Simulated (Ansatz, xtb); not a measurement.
# Ligand exchange: BH(CH3)(NH2) + InH2(NH2) → B(CH3)(NH2)2 + InH3

Gas-phase species: BH(CH3)(NH2), singlet; InH2(NH2), singlet; B(CH3)(NH2)2, singlet; InH3 `[InH3]`, singlet. The partners trade H for NH2: B–H and In–NH2 bonds give way to B–NH2 and In–H.

Shapes, held fixed at every level: PBE0-D4/def2-TZVP. Programs: Ansatz 0.2.0, xtb 6.7.1. The zero-point and thermal change to 298 K, harmonic and unscaled (PBE0-D4/def2-TZVP), is -4.1 kJ/mol.

| level | kind | ΔH(298 K) (kJ/mol) | less CCSD(T)/def2-TZVPP |
| --- | --- | --- | --- |
| GFN2-xTB | semi-empirical | -54.4 | +9.1 |
| PBE-D4/def2-TZVPP | GGA | -64.8 | -1.3 |
| B3LYP-D4/def2-TZVPP | global hybrid | -68.0 | -4.5 |
| r2SCAN0-D4/def2-TZVPP | global hybrid | -74.1 | -10.6 |
| wB97X-V/def2-TZVPP | range-separated hybrid | -68.1 | -4.6 |
| MP2/def2-TZVPP | perturbation theory | -60.2 | +3.3 |
| CCSD(T)/def2-SVP | coupled cluster or CI | -74.1 | -10.6 |
| CCSD/def2-SVP | coupled cluster or CI | -76.7 | -13.2 |
| CCSD(T)/def2-TZVPP | coupled cluster or CI | -63.5 | 0.0 |

The highest level, CCSD(T)/def2-TZVPP, gives ΔH(298 K) = -63.5 kJ/mol; the levels span -76.7 to -54.4. The column of differences is taken from that level and isn't an error. No measured value is set beside it here. For atoms past krypton def2 sets carry core potentials with scalar relativity. Outer-core shells of In are correlated, in sets that cover them unevenly.
